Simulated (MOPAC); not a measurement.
MOPAC input (MNDO):

```
MNDO PRECISE GNORM=0.05 LET XYZ UHF MS=0.5 GEO-OK AUX(PRECISION=9) THREADS=1
C2HF2

F     1.38852700 1    1.07823900 1    0.16063700 1
C     0.64654500 1   -0.03593700 1    0.05689500 1
C    -0.66035800 1    0.02164000 1   -0.05861200 1
F    -1.51423400 1   -0.96205600 1   -0.16806600 1
H     1.21423800 1   -0.95985300 1    0.07715600 1
```

Output:

```
 *******************************************************************************
 **                                                                           **
 **                              MOPAC v23.2.5                                **
 **                                                                           **
 *******************************************************************************
 ** MOPAC's Digital Object Identifier: https://doi.org/10.5281/zenodo.6511958 **
 **                                                                           **
 ** Please cite the open-source release paper for use of this MOPAC version:  **
 ** J. E. Moussa and J. J. P. Stewart (2026)                                  **
 ** MOPAC: An open-source semiempirical molecular orbital program             **
 ** J. Open Source Softw., 11(119), 8025, https://doi.org/10.21105/joss.08025 **
 *******************************************************************************

                              MNDO CALCULATION RESULTS

 *******************************************************************************
 *  MNDO       - The MNDO Hamiltonian to be used
 *  GEO-OK     - OVERRIDE INTERATOMIC DISTANCE AND OTHER SAFETY CHECKS
 *  UHF        - UNRESTRICTED HARTREE-FOCK CALCULATION
 *  MS=        - IN MECI, MAGNETIC COMPONENT OF SPIN =  0.5
 *  LET        - OVERRIDE SOME SAFETY CHECKS
 *  PRECISE    - TIGHTER CRITERIA TO BE USED
 *  XYZ        - CARTESIAN COORDINATE SYSTEM TO BE USED
 *  GNORM      - EXIT WHEN GRADIENT NORM DROPS BELOW 0.050
 *  AUX        - OUTPUT AUXILIARY INFORMATION
 *******************************************************************************
MNDO PRECISE GNORM=0.05 LET XYZ UHF MS=0.5 GEO-OK AUX(PRECISION=9) THREADS=1
 C2HF2

   ATOM   CHEMICAL          X               Y               Z
  NUMBER   SYMBOL      (ANGSTROMS)     (ANGSTROMS)     (ANGSTROMS)

     1       F          1.38852700  *   1.07823900  *   0.16063700  *
     2       C          0.64654500  *  -0.03593700  *   0.05689500  *
     3       C         -0.66035800  *   0.02164000  *  -0.05861200  *
     4       F         -1.51423400  *  -0.96205600  *  -0.16806600  *
     5       H          1.21423800  *  -0.95985300  *   0.07715600  *

          CARTESIAN COORDINATES

    NO.       ATOM           X           Y           Z

     1         F          1.3885      1.0782      0.1606
     2         C          0.6465     -0.0359      0.0569
     3         C         -0.6604      0.0216     -0.0586
     4         F         -1.5142     -0.9621     -0.1681
     5         H          1.2142     -0.9599      0.0772

  H: (MNDO): M.J.S. DEWAR, W. THIEL, J. AM. CHEM. SOC., 99, 4899, (1977)
  C: (MNDO): M.J.S. DEWAR, W. THIEL, J. AM. CHEM. SOC., 99, 4899, (1977)
  F: (MNDO): M.J.S. DEWAR, H.S. RZEPA, J. AM. CHEM. SOC., 100, 777, (1978)

           Empirical Formula: C2 H F2  =     5 atoms

      MOLECULAR POINT GROUP   :   Cs

          UHF CALCULATION, NO. OF ALPHA ELECTRONS =   12
                           NO. OF BETA  ELECTRONS =   11

          Geometry optimization using EF

          DIAGONAL MATRIX USED AS START HESSIAN

 CYCLE:     1  GRAD.:   167.619 HEAT: -33.64626
 CYCLE:     2  GRAD.:   889.340 HEAT:  20.98665
 CYCLE:     3  GRAD.:   225.047 HEAT: -22.05753
 CYCLE:     4  GRAD.:   447.102 HEAT: 0.5148512
 CYCLE:     5  GRAD.:   230.788 HEAT: -31.51463
 CYCLE:     6  GRAD.:   463.097 HEAT:  7.477752
 CYCLE:     7  GRAD.:   205.470 HEAT: -7.690903
 CYCLE:     8  GRAD.:   287.466 HEAT: -28.01039
 CYCLE:     9  GRAD.:   112.028 HEAT: -36.69063
 CYCLE:    10  GRAD.:    59.386 HEAT: -38.14311
 CYCLE:    11  GRAD.:    25.625 HEAT: -39.64382
 CYCLE:    12  GRAD.:    12.609 HEAT: -39.76094
 CYCLE:    13  GRAD.:     5.856 HEAT: -39.86288
 CYCLE:    14  GRAD.:     2.771 HEAT: -39.89193
 CYCLE:    15  GRAD.:     1.259 HEAT: -39.90117
 CYCLE:    16  GRAD.:     0.323 HEAT: -39.90163
 CYCLE:    17  GRAD.:     0.022 HEAT: -39.90166

     GRADIENT =  0.02221 IS LESS THAN CUTOFF =  0.05000

 -------------------------------------------------------------------------------
 MNDO PRECISE GNORM=0.05 LET XYZ UHF MS=0.5 GEO-OK AUX(PRECISION=9) THREADS=1
 C2HF2

     GEOMETRY OPTIMISED USING EIGENVECTOR FOLLOWING (EF).
     SCF FIELD WAS ACHIEVED

                              MNDO CALCULATION
                                                       MOPAC v23.2.5 Linux

          FINAL HEAT OF FORMATION =        -39.90166 KCAL/MOL =    -166.94854 KJ/MOL

          COSMO AREA              =         86.05 SQUARE ANGSTROMS
          COSMO VOLUME            =         67.24 CUBIC ANGSTROMS

          GRADIENT NORM           =          0.02221          =       0.00993 PER ATOM
          IONIZATION POTENTIAL    =         10.558721 EV
          ALPHA SOMO LUMO (EV)    =        -10.708  0.320
          BETA  SOMO LUMO (EV)    =        -10.559 -0.030
          NO. OF ALPHA ELECTRONS  =         12
          NO. OF BETA  ELECTRONS  =         11
          MOLECULAR WEIGHT        =         63.0267         POINT GROUP:  Cs

          MOLECULAR DIMENSIONS (Angstroms)

            Atom       Atom       Distance
            F     4    F     1     3.58580
            H     5    C     3     1.82077
            H     5    F     1     0.00000

          SCF CALCULATIONS        =         18

   ATOM   CHEMICAL          X               Y               Z
  NUMBER   SYMBOL      (ANGSTROMS)     (ANGSTROMS)     (ANGSTROMS)

     1       F          1.34996853  *   1.10950032  *   0.15821295  *
     2       C          0.72812423  *  -0.04607719  *   0.06388722  *
     3       C         -0.62628697  *  -0.09219437  *  -0.05933901  *
     4       F         -1.60179598  *  -0.89918642  *  -0.17384108  *
     5       H          1.36256857  *  -0.94056160  *   0.09112531  *

                             CARTESIAN COORDINATES

   1    F        1.349968531     1.109500324     0.158212953
   2    C        0.728124231    -0.046077192     0.063887222
   3    C       -0.626286971    -0.092194374    -0.059339012
   4    F       -1.601795984    -0.899186416    -0.173841077
   5    H        1.362568575    -0.940561605     0.091125312

           Empirical Formula: C2 H F2  =     5 atoms

      MOLECULAR POINT GROUP   :   Cs

          ALPHA EIGENVALUES
 -49.10425 -47.22649 -31.17863 -22.02696 -19.24096 -18.78644 -18.27368 -17.56708
 -16.59931 -14.99186 -11.14027 -10.70770   0.32036   2.99159   3.55703   5.17248
   5.64952

           BETA EIGENVALUES
 -48.38376 -47.41568 -30.75922 -21.44629 -19.09919 -18.41590 -17.72046 -16.97958
 -16.88800 -14.66839 -10.55872  -0.03033   0.88002   3.23117   3.61346   5.09920
   6.50783

              NET ATOMIC CHARGES AND DIPOLE CONTRIBUTIONS

  ATOM NO.   TYPE          CHARGE      No. of ELECS.   s-Pop       p-Pop
    1          F          -0.158953        7.1590     1.87400     5.28496
    2          C           0.123983        3.8760     1.17368     2.70234
    3          C           0.006913        3.9931     1.27469     2.71839
    4          F          -0.073106        7.0731     1.85561     5.21750
    5          H           0.101162        0.8988     0.89884
 DIPOLE           X         Y         Z       TOTAL
 POINT-CHG.     0.607    -1.019     0.021     1.186
 HYBRID        -0.017    -0.360    -0.013     0.361
 SUM            0.590    -1.379     0.007     1.500

          ATOMIC ORBITAL ELECTRON POPULATIONS

     Atom    s        px        py        pz
    1  F   1.87400   1.83024   1.52347   1.93125
    2  C   1.17368   0.81401   0.79008   1.09824
    3  C   1.27469   0.82822   0.85420   1.03598
    4  F   1.85561   1.59754   1.69820   1.92176
    5  H   0.89884

                    (SZ)    =    0.500000
                    (S**2)  =    1.153637

          ATOMIC ORBITAL SPIN POPULATIONS

    Atom   Total    s     px     py     pz
         Atomic
    1  F -0.0396 -0.002 -0.002  0.018 -0.053
    2  C -0.6516 -0.033 -0.023 -0.029 -0.566
    3  C  1.4836  0.179  0.187  0.552  0.566
    4  F  0.1307  0.007 -0.020  0.090  0.053
    5  H  0.0769  0.077

 **********************
 *                    *
 * JOB ENDED NORMALLY *
 *                    *
 **********************

 == MOPAC DONE ==
```

The geometry given is a B3LYP-D3(BJ)/def2-TZVP minimum.

The determinant is spin-contaminated: <S^2> is 1.15 against 0.75 for a pure state.
